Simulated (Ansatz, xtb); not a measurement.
**C2H7BrGe: 3 structures ranked**

3 gas-phase structures of C2H7BrGe, found in a search over its isomers (lower ones may exist). Each was relaxed with GFN2-xTB; where two conformers were screened, the lower at r2SCAN-D4/def2-SVP//GFN2-xTB is listed:

A. `C[CH2][GeH2][Br]`, a singlet
B. `[GeH3][CH2]CBr`, a singlet
C. `[CH3][GeH]([CH3])[Br]`, a singlet

Question: Estimate their order in r2SCAN-D4/def2-SVP//GFN2-xTB energy at these geometries, lowest first.

Answer: Calculated order at r2SCAN-D4/def2-SVP//GFN2-xTB: C (0.0), A (40.2), B (177.0) kJ/mol.

Energies above the lowest of each column, in kJ/mol; the last columns are at r2SCAN-D4/def2-SVP geometries:

```
structure  GFN2-xTB  HF/STO-3G  r2SCAN-D4/def2-SVP//GFN2-xTB  r2SCAN-D4/def2-SVP  CCSD(T)/def2-SVP + ΔMP2/def2-TZVPP
        C       2.0        0.0                           0.0                 0.0                                 0.0
        A       0.0       42.2                          40.2                39.4                                47.6
        B     156.8      176.3                         177.0               176.3                               181.4
```

CCSD(T)/def2-SVP + ΔMP2/def2-TZVPP puts C lowest; GFN2-xTB picks A. Flexible structures stand in one conformer each, not always the lowest. The ΔMP2 step shifts differences by up to 15.0 kJ/mol, which makes them less sure. ΔMP2 is the change of the MP2 energy from the smaller to the larger basis.

Programs: Ansatz 0.2.0, xtb 6.7.1.
